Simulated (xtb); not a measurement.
ClIn, triplet, geometry from GFN2-xTB (such geometries of metal compounds can be far from the true shape) (the spin is typed, not shown lowest), atoms displaced at random by about 0.02 Å a coordinate. Base run: GFN1-xTB run with xtb.

Input for xtb:
```
$ xtb mol.xyz --gfn 1 --uhf 2 --opt --json

# file mol.xyz
2

In     0.00597396    -0.02047314    -0.64436479
Cl     0.02186334    -0.03160070     1.80711528
```

The base run was repeated with changes; each row names its change, and settings that it needs were set with it.

```
change               ΔE vs base (kcal/mol)  optimiser steps
-------------------  ---------------------  ---------------
base                                 0.000                4
engine = inertial                    0.001                -
opt level = lax                      0.000                4
opt level = loose                    0.035                1
opt level = extreme                  0.000                6
opt level = vtight                   0.000                5
alpb = methanol                      -7.50                4
opt level = tight                    0.000                4
opt level = crude                    0.035                1
opt level = sloppy                   0.035                1
```
